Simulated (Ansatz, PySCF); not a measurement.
CHS, SMILES [C]S (connectivity only; charge and spin as stated), neutral, multiplicity 2. Atoms are numbered in the order given.

```xyz
3

S     -0.0893    -0.4084     0.0000
C      0.0449     1.2277     0.0000
H      1.2174    -0.8418     0.0000
```
Charge 0, spin multiplicity 2.

Coordinates come from a B3LYP-D3(BJ)/def2-TZVPD optimisation.

Two levels are set side by side: PBE-D3(BJ)/def2-TZVPD (Ansatz, a quantum-chemistry and plane-wave program) and B3LYP-D3(BJ)/def2-TZVPD (Ansatz). Each level has its own optimised geometry; the coordinates shown are those of the second. Frequencies come from the Hessian of PySCF at each geometry. Differences are taken from unrounded values.

```tsv
quantity	B3LYP-D3(BJ)
mean bond length (Å)	1.509
bond S1–C2 (Å)	1.642
bond S1–H3 (Å)	1.377
highest harmonic wavenumber (cm⁻¹)	2337
mean harmonic wavenumber (cm⁻¹)	1353
zero-point energy (kcal/mol)	5.80
```

What does PBE-D3(BJ) give, and how far is it from B3LYP-D3(BJ)? (Estimate from the structure and the level; the computed values follow.)


```tsv
quantity	PBE-D3(BJ)	PBE-D3(BJ) minus B3LYP-D3(BJ)
mean bond length (Å)	1.521	0.012
bond S1–C2 (Å)	1.646	0.004
bond S1–H3 (Å)	1.396	0.019
highest harmonic wavenumber (cm⁻¹)	2202	-135
mean harmonic wavenumber (cm⁻¹)	1288	-65
zero-point energy (kcal/mol)	5.52	-0.28
```

GGA bonds tend to be longer and softer than those of functionals with exact exchange. Differences between two approximate levels are no errors against the true value.
